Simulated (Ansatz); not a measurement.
## Which is lower?

The two ends of one reaction step of SiNH₂Cl₃, closed shell (PBE0-D4/def2-TZVP).

A:

```
7
angstrom
Si -0.3029 0.6176 0.8666
Cl 0.6347 -2.4060 -1.6507
N 0.1795 0.3961 -0.6264
H 0.4409 -1.1492 -1.2242
Cl -0.6918 2.3300 1.8437
Cl -0.6047 -0.9531 2.0525
H 0.3444 1.1645 -1.2616
```

B:

```
7
angstrom
Si 0.1466 -0.1722 0.5167
Cl 1.4203 -1.7514 0.4162
N -0.3524 0.2026 -1.0465
H 0.3089 0.2308 -1.8052
Cl 1.1293 1.3216 1.5045
Cl -1.4994 -0.6238 1.6180
H -1.1532 0.7924 -1.2038
```

Computed with Ansatz 0.2.0 (basis: def2-TZVPP); correlated methods freeze the cores. B3LYP uses VWN-RPA correlation.

(1) Which structure is lower at CCSD(T), and by how much? (An estimate is asked for; the value comes from the calculation.)

T1 diagnostic: at most 0.013.

Answers

(1) By the calculation: B, by 71.98 kcal/mol (electronic energy, against the other). By their contacts, A is a complex of SiNHCl₂ ([NH][Si]([Cl])[Cl]) + HCl and B is SiNH₂Cl₃ ([NH2][Si]([Cl])([Cl])[Cl]).

All methods give the same order:

| method | E(B) − E(A) (kcal/mol) |
| --- | --- |
| SPW92 | -69.30 |
| PBE-D4 | -66.62 |
| BLYP-D4 | -63.83 |
| r2SCAN-D4 | -71.53 |
| B97M-V | -72.49 |
| PBE0-D4 | -73.39 |
| B3LYP-D4 | -69.73 |
| r2SCAN0-D4 | -76.05 |
| BHLYP-D4 | -77.11 |
| CAM-B3LYP-D4 | -73.03 |
| wB97X-V | -75.93 |
| wB97M-V | -74.74 |
| B2PLYP | -70.16 |
| PBE-QIDH | -76.29 |
| RPA on PBE | -68.93 |
| HF | -81.55 |
| MP2 | -72.62 |
| CCSD | -74.15 |
| CCSD(T) | -71.98 |

Labels in which every atom is bracketed show which atoms are joined, not bond orders.

For scale, one of the runs: CCSD(T)/def2-TZVPP, 227 basis functions, launched by `ansatz run in.yaml --threads 4 --pin off --events-out ev --progress --plain --max-ram 9574MiB`. Time: 100 s of wall clock on 4 CPU threads of an Arm Neoverse V2; the host was shared. Peak host memory: 3.4 GiB.
